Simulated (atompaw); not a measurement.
**Ti: variants of one PAW (atompaw) potential**

Base potential:

```json
{
 "Element": "Ti",
 "Generator": "atompaw 4.2.0.5",
 "Type": "PAW",
 "Functional": "PBEsol",
 "Relativity": "scalar-relativistic",
 "Frozen core": "[Ne] 3s2",
 "Valence charge": "10",
 "Reference configuration": "3p6 3d2 4s1.75 4p0 (charge +0.25)",
 "Partial waves": "4s (bound): rc 2.45 bohr; 4s channel at 3.4 Ry: rc 2.45 bohr; 3p (bound): rc 1.40 bohr; 4p (bound, empty): rc 2.45 bohr; 3d (bound): rc 2.45 bohr; 3d channel at 1.15 Ry: rc 2.45 bohr",
 "Local potential": "ultrasoft scheme with l = 3 at 0 Ry, radius 2.20 bohr",
 "Core correction": "smooth core density matched at 1.45 bohr",
 "Augmentation charge": "besselshape compensation charge, radius 2.05 bohr; PAW radius 2.45 bohr; waves and projectors: custom polynom vanderbiltortho"
}
```

Cutoffs, loose and tight: the cutoffs (Ry, on a coarse ladder) from which the occupation-weighted sum of valence levels, in a spherical-Bessel basis at the reference potential, stays within 10 and 1 mRy of its value at 400 Ry. They see the waves, projectors and local potential, not the compensation charge or the core. A dash means not determined.

A true bound ghost makes a file unfit for plane-wave use even where its test errors are small: the radial tests pick states by their node count and pass the ghost by.

```csv
change,outcome,"cutoff, loose","cutoff, tight",bound ghosts
base,generated,35 Ry,70 Ry,s
wave 4s channel at 3.4 Ry: rc 2.45 bohr becomes 4s channel at 0.15 Ry: rc 2.45 bohr,generated,35 Ry,70 Ry,s
"augmentation besselshape compensation charge, radius 2.05 bohr; PAW radius 2.45 bohr; waves and projectors: custom rrkj vanderbiltortho",generated,40 Ry,70 Ry,none
"augmentation besselshape compensation charge, radius 2.14 bohr; PAW radius 2.45 bohr; waves and projectors: custom polynom vanderbiltortho",generated,35 Ry,70 Ry,s
functional PBE,generated,35 Ry,70 Ry,s
core correction smooth core density matched at 1.82 bohr,generated,35 Ry,70 Ry,s
```

**Question.** What comes out with this change to the base: augmentation besselshape compensation charge, radius 2.05 bohr; PAW radius 2.45 bohr; waves and projectors: modrrkj vanderbiltortho?

**Answer.** outcome: generated; cutoff, loose: 35 Ry; cutoff, tight: 60 Ry; bound ghosts: s.

**Question.** What comes out with this change to the base: local potential vpsmatchnc scheme with l = 3 at 0 Ry, radius 2.20 bohr?

**Answer.** outcome: generated; cutoff, loose: 35 Ry; cutoff, tight: 70 Ry; bound ghosts: s, p.

**Question.** What comes out with this change to the base: wave 3d (bound): rc 2.45 bohr becomes 3d (bound): rc 1.52 bohr?

**Answer.** outcome: generated; cutoff, loose: 40 Ry; cutoff, tight: 70 Ry; bound ghosts: s.
